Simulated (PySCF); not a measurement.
H3MnO3, SMILES [OH][Mn]([OH])[OH] (connectivity only; charge and spin as stated), neutral, multiplicity 5. Geometry: PBE0-D3(BJ)/def2-SVP. The multiplicity is an assumed one; other spin states were not compared. The values are those of a single conformer.

All values below come from PBE0-D3(BJ)/def2-SVP (PySCF).

Harmonic wavenumbers (cm⁻¹): 109, 132, 163, 176, 219, 315, 490, 567, 662, 699, 738, 851, 3876, 3951, 3955. Rotational constants (GHz): 8.054, 4.808, 3.015; symmetry number 1.

Problem. Work out the zero-point energy and the ideal-gas rigid-rotor harmonic-oscillator thermochemistry at 298.15 K and 1 atm.

Solution. ZPE = ½ Σ hcν = ½ × 16904 cm⁻¹ = 101.11 kJ/mol. H − E(el) = 122.47 kJ/mol. Entropy in J/(mol K): translation 166.90, rotation 106.37, vibration 69.75, spin 13.38, total 356.41. G − E(el) = 16.21 kJ/mol. Cp = 102.37 J/(mol K). Modes under 150 cm⁻¹ make the vibrational entropy uncertain.
